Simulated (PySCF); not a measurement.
C₆ coefficients of unlike pairs at UHF

Calculated with PySCF 2.14 from the dipole response of each species, C₆(A,B) = (3/π) ∫ α_A(iu) α_B(iu) du, in atomic units, from isotropic polarisabilities. For ions this is the dispersion term alone; charge-induced terms of lower order in 1/R come first.

```tsv
species	configuration	basis	relativity	α (bohr³)	C₆ (like pair)
Bi(3+)	[Xe] 4f14 5d10 6s2 (1S)	def2-QZVPPD with the def2 core potential (60 electrons) (8s6p5d4f1g)	core potential	11.06	67.19
Ag	[Kr] 4d10 5s1 (2S)	def2-TZVPPD with the def2 core potential (28 electrons) (6s4p3d2f1g)	core potential	81.08	642.2
Te	[Kr] 4d10 5s2 5p4 (3P)	def2-TZVPPD with the def2 core potential (28 electrons) (7s6p4d2f)	core potential	38.05	416.9
Sr(2+)	[Kr] (1S)	aug-cc-pwCVTZ-X2C (10s9p7d3f)	spin-free X2C	5.793	28.16
```

Task: Estimate C₆ for Sr(2+) with Te.

Result: The integral gives 97.64. The combination rule 2 C_A C_B / (C_A α_B/α_A + C_B α_A/α_B) gives 94.51 and the geometric mean 108.3.

No spin-orbit coupling is included.

The other pairs:

```json
{"pair": "Te, Ag", "C₆": "469.4"}
{"pair": "Te, Bi(3+)", "C₆": "158.7"}
{"pair": "Sr(2+), Bi(3+)", "C₆": "43.00"}
{"pair": "Ag, Bi(3+)", "C₆": "164.2"}
{"pair": "Sr(2+), Ag", "C₆": "96.05"}
```
